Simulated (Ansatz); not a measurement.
# Molecular dynamics, step by step

Si$_{2}$H$_{6}$OF$_{4}$, singlet, SPW92/def2-SVP (Ansatz 0.2.0). Settings (timestep in fs, temperature in K; T counts 33 degrees of freedom):

```yaml
hamiltonian: {xc: lda}
md: {n_steps: 80, timestep: 1.0, temperature: 300, ensemble: nve, seed: 140, initial_velocities: maxwell_boltzmann}
```

Start, the saddle point found with PBE0-D4 in triple zeta (not stationary at another level):

```tsv
atom	x (Å)	y (Å)	z (Å)
Si1	-1.2011	-0.0881	0.3651
Si2	0.3806	0.0864	-1.5772
F3	-2.5265	-0.9616	0.3040
F4	-1.8082	1.1593	-0.4940
F5	-0.9958	0.7254	1.7452
H6	1.1157	-0.7291	1.4728
F7	-0.3096	-1.4237	0.9459
H8	0.9710	0.2869	0.2895
O9	1.5992	0.1143	1.2479
H10	1.6682	-0.6549	-1.7116
H11	-0.6538	-0.7176	-2.2874
H12	0.4997	1.4323	-2.1817
H13	1.2608	0.7704	1.8814
```

```csv
step,time (fs),potential energy less the start (meV),kinetic energy (meV),T (K)
0,0.00,0.0,426.6,300
5,5.00,160.5,270.1,190
10,10.00,135.2,292.1,205
15,15.00,221.6,207.4,146
20,20.00,122.7,306.2,215
25,25.00,119.8,307.8,216
30,30.00,84.2,343.3,241
35,35.00,104.0,324.9,229
40,40.00,32.5,395.7,278
45,45.00,-121.3,549.7,387
50,50.00,-163.5,593.6,418
55,55.00,-355.1,782.1,550
60,60.00,-151.9,584.7,411
65,65.00,-323.5,751.1,528
70,70.00,-250.3,678.1,477
75,75.00,-280.4,705.0,496
80,80.00,-417.5,839.1,590
```

Step 65, positions (Å) and forces (eV/Å):

| atom | x | y | z | Fx | Fy | Fz |
| --- | --- | --- | --- | --- | --- | --- |
| Si1 | -1.148 | -0.076 | 0.190 | -1.962 | -0.037 | 0.952 |
| Si2 | 0.196 | 0.055 | -1.600 | 1.745 | -0.036 | -0.062 |
| F3 | -2.453 | -1.038 | 0.338 | 0.407 | 0.598 | -0.145 |
| F4 | -1.797 | 1.308 | -0.470 | -0.398 | -0.456 | 0.051 |
| F5 | -0.879 | 0.761 | 1.650 | 0.299 | -0.504 | -0.498 |
| H6 | 0.731 | -0.924 | 1.155 | 0.068 | -0.109 | 0.485 |
| F7 | -0.231 | -1.522 | 1.097 | 0.795 | 1.009 | -0.517 |
| H8 | 1.977 | 0.524 | 0.653 | -0.941 | -0.722 | 1.276 |
| O9 | 1.482 | 0.107 | 1.447 | -0.122 | 0.345 | -1.340 |
| H10 | 1.571 | -0.642 | -1.370 | -0.566 | 0.061 | -0.318 |
| H11 | -0.357 | -0.249 | -2.976 | -0.018 | 0.071 | 0.306 |
| H12 | 0.582 | 1.515 | -1.422 | -0.036 | -0.131 | -0.283 |
| H13 | 0.617 | 0.653 | 1.640 | 0.728 | -0.089 | 0.093 |

Last step (80):

```
13
angstrom
Si -1.2541 -0.0250 0.1505
Si 0.2198 0.0083 -1.5885
F -2.4069 -1.0548 0.3580
F -1.8974 1.3482 -0.3951
F -0.7892 0.7465 1.5060
H 0.6140 -0.9607 1.3395
F -0.1731 -1.5260 1.0585
H 2.2660 0.3644 1.0261
O 1.4940 0.0980 1.5756
H 1.5113 -0.8133 -1.5199
H -0.3131 -0.0678 -3.0047
H 0.5483 1.4773 -1.4351
H 0.8198 0.7891 1.6534
```

Time: 71 s of wall clock on 4 CPU threads of an AMD EPYC 7R13; the host was shared. Peak host memory: 0.76 GiB.
